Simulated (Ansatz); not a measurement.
Frontier orbitals of CH₅F₂NSi, SMILES `N[SiH](F)CF`.

The species carries charge 0 and has multiplicity 1. All single points use the PBE0-D4/def2-TZVP geometry. It is one conformer, not always the lowest. Basis def2-TZVPP, the Gaussian-basis code of Ansatz.

```tsv
functional	HOMO (eV)	LUMO (eV)	gap (eV)
LDA (SPW92)	-6.83	-0.82	6.01
PBE	-6.64	-0.57	6.07
revPBE	-6.57	-0.46	6.11
PBE0	-8.14	0.35	8.49
r2SCANh	-7.52	0.20	7.72
BHLYP	-9.56	1.12	10.68
ωB97M-V	-10.58	1.96	12.54
```

A quarter of exact exchange (PBE0) shifts PBE's HOMO by −1.50 eV and its LUMO by +0.92 eV; full exchange at long range (ωB97M-V) shifts them by −3.94 and +2.54 eV. The gap opens from 6.07 to 12.55 eV, since occupied levels lose self-interaction and empty ones feel all the electrons. A positive LUMO is unbound and depends on the basis.
